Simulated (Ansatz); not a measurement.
CH$_{8}$AlNSi (`C[SiH2][NH][AlH2]`), relaxed with RKS PBE0-D4/def2-TZVP in Ansatz 0.2.0 from a PBE-D4/def2-SVP geometry. The force threshold is 0.005 eV/Å; the program also tests the step.

The species carries charge 0 and has multiplicity 1.

Start:

```xyz
12

C    -1.268   -1.613    0.027
Si   -0.785    0.143   -0.471
N     0.953    0.419   -0.371
Al    1.881    1.562    0.668
H    -2.367   -1.749   -0.042
H    -0.793   -2.363   -0.638
H    -0.956   -1.830    1.069
H    -1.288    0.394   -1.874
H    -1.423    1.144    0.455
H     1.507   -0.159   -1.016
H     3.471    1.567    0.508
H     1.068    2.485    1.684
```

```tsv
step	energy (eV)	largest force (eV/Å)	largest move (Å)
1	-17125.5193	0.533	0.000
2	-17125.5632	0.275	0.027
3	-17125.5700	0.024	0.018
4	-17125.5701	0.014	0.004
5 (rejected)	-17125.5700	0.016	0.012
6	-17125.5701	0.007	0.006
7	-17125.5701	0.004	0.006
```

End:

```xyz
12

C    -1.257   -1.595    0.028
Si   -0.765    0.139   -0.463
N     0.942    0.406   -0.370
Al    1.854    1.542    0.655
H    -2.341   -1.723   -0.047
H    -0.789   -2.336   -0.626
H    -0.957   -1.811    1.056
H    -1.266    0.390   -1.846
H    -1.394    1.129    0.452
H     1.492   -0.158   -1.005
H     3.430    1.569    0.495
H     1.050    2.449    1.670
```

Run time 21 s (4 threads of an Arm Neoverse V1 on a shared host); peak host memory 0.45 GiB.
